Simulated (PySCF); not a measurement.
A structure optimised at PBE-D3(BJ)/def2-SVP, used in a PySCF frequency run:

```xyz
5

B     -0.0147    -1.3297     0.0000
F     -1.1898    -1.9685     0.0000
I      0.0090     0.8171     0.0000
O      1.1593    -1.9967     0.0000
H      1.0280    -2.9655     0.0000
```

**Question.** Write its SMILES, formula and point group.

**Answer.** OB(F)I, BFHIO, Cs

**Question.** What are its rotational constants (standard atomic weights)?

**Answer.** 10.254, 2.0329, 1.6966 GHz
